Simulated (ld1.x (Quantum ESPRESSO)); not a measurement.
bromine: what ld1.x (Quantum ESPRESSO) 7.5 does with a changed input

Command:

```bash
ld1.x < Br.in > Br.out
```

Input:

```
&input
   title='Br', zed=35., rel=1, dft='REVPBE', iswitch=3,
   config='[Ne] 3d10 4s2 4p5',
   nld=2, rlderiv=1.60, eminld=-3.0, emaxld=5.0, deld=0.02
 /
 &inputp
   pseudotype=3, tm=.true., lloc=-2, rcloc=1.35,
   nlcc=.false.,
   file_pseudopw='Br.UPF', file_wfcaegen='ae.wfc', file_wfcncgen='nc.wfc', file_beta='beta', file_chi='chi', file_wfcusgen='us.wfc'
 /
4
4S  1  0   2.00   0.00  1.20  1.35  0.0
4S  1  0   0.00  -1.10  1.20  1.35  0.0
4P  2  1   5.00   0.00  1.05  1.45  0.0
4P  2  1   0.00   2.10  1.05  1.45  0.0
 &test
   configts(1)='4s2 4p5'
 /
```

This is an input that runs to its end, with one change: core typed as [Ne] in place of [Ar].

Problem. How does the run end?

Solution. A file is written, but the pseudo-atom does not reach self-consistency. Messages: Warning: convergence not achieved.

```
      Wfc   4P  rcut= 1.046  Using Troullier-Martins method
      Wfc-us  4P rcutus= 1.447  Estimated cut-off energy=    76.80 Ry

     ------------------- End of pseudopotential generation -------------------

     Computing logarithmic derivative in   1.60950
     Message from routine run_pseudo:
     Warning: convergence not achieved
     Computing logarithmic derivative in   1.60950
     Computing the partial wave expansion
     R is outside the sphere for l=    0 j= 0.00
     R is outside the sphere for l=    0 j= 0.00
     R is outside the sphere for l=    1 j= 0.00
     R is outside the sphere for l=    1 j= 0.00

     ---------------------- Testing the pseudopotential ----------------------

     Br
     scalar relativistic calculation

     atomic number is 35.00   valence charge is 15.00
     dft =REVPBE   lsd =0 sic =0 latt =0  beta=0.20 tr2=1.0E-14
     mesh =1213 r(mesh) =  98.95369 xmin = -7.00 dx = 0.01250

     n l     nl             e AE (Ry)        e PS (Ry)    De AE-PS (Ry)
     1 0     4S   1( 2.00)      -12.17781      -12.17783        0.00002
     2 1     4P   1( 5.00)      -10.59673      -10.59675        0.00002

     eps = 4.0E-03  iter =201

     Etot =   -5033.683107 Ry,   -2516.841554 Ha,  -68486.747635 eV
     Etotps =  -111.241556 Ry,     -55.620778 Ha,   -1513.518479 eV

     Ekin =      34.256877 Ry,      17.128439 Ha,     466.088559 eV
     Encl =    -175.629342 Ry,     -87.814671 Ha,   -2389.558934 eV
     Ehrt =      36.265579 Ry,      18.132789 Ha,     493.418337 eV
     Ecxc =      -8.203353 Ry,      -4.101676 Ha,    -111.612298 eV
     Epseu=       2.068682 Ry,       1.034341 Ha,      28.145857 eV

     ---------------------- End of pseudopotential test ----------------------
```
